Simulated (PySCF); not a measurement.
**Indium: highly charged ions in a basis for the neutral atom**

In¹²⁺ [Kr] 4d1, In¹³⁺ [Kr]. Calculation: PySCF 2.14, in cc-pVDZ-PP with ECP28MDF; scalar relativity through the core potential. No spin-orbit coupling, so a gap to NIST mixes the basis error with missing relativistic terms.

Changed run: basis of the neutral atom used for a highly charged ion. This setting is unsound on purpose.

| species | method | sound run (hartree) | changed run (hartree) | converged |
| --- | --- | --- | --- | --- |
| In¹²⁺ | UHF | not run | -141.53465 | yes |
| In¹²⁺ | PBE0 | not run | -141.91743 | yes |
| In¹²⁺ | BP86 | not run | -141.99563 | yes |
| In¹³⁺ | UHF | not run | -132.53065 | yes |
| In¹³⁺ | PBE0 | not run | -132.86716 | yes |
| In¹³⁺ | BP86 | not run | -132.94178 | yes |

Ionisation energy of In¹²⁺:

```tsv
method	changed run (eV)	NIST (eV)
UHF	245.01	249 ± 3
PBE0	246.27	249 ± 3
BP86	246.37	249 ± 3
```

The contracted functions were made for the neutral atom and can be too rigid for a highly charged ion.
